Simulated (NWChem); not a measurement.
Molecule: AlSiH4O3Cl; SMILES [O]([SiH2]Cl)[Al]([OH])[OH]

```xyz
10

Si    -0.0459    -1.4396    -0.9320
Cl     0.1309    -2.4640     0.8620
O      0.1982     0.1523    -0.6723
Al    -0.0088     1.6862     0.0274
O     -1.5820     2.2322     0.3146
O      1.3146     2.6705     0.4012
H     -1.4122    -1.7029    -1.4555
H      0.9969    -1.9694    -1.8489
H     -1.7838     3.0865     0.6989
H      2.2354     2.4383     0.2769
```
Atoms are numbered in this order, from 1.

Results from NWChem. Pople sets run with spherical d functions. Structure relaxed at the PBE0/def2-SVP level. Atomic charges in e: unrestrained fits to the electrostatic potential beside Mulliken populations; buried atoms are poorly determined by the fit.

For level Hartree-Fock/6-31G*:

| Quantity | Value |
|---|---|
| ESP Si1 | 0.91 |
| Mulliken Si1 | 1.09 |
| Mulliken Cl2 | -0.39 |
| ESP O3 | -0.77 |
| Mulliken O3 | -0.93 |
| ESP Al4 | 1.50 |
| Mulliken Al4 | 1.46 |
| ESP O5 | -0.93 |
| Mulliken O5 | -0.94 |

Problem. Estimate the same quantities for level B3LYP/def2-SVP.

Solution. The ESP Si1 comes out as 0.67 and the Mulliken Si1 is 0.74. The Mulliken Cl2 is -0.28, the ESP O3 comes out as -0.62 and the Mulliken O3 is -0.59. The ESP Al4 comes out as 1.25 and the Mulliken Al4 is 0.88. The ESP O5 is -0.80 and the Mulliken O5 comes out as -0.45.
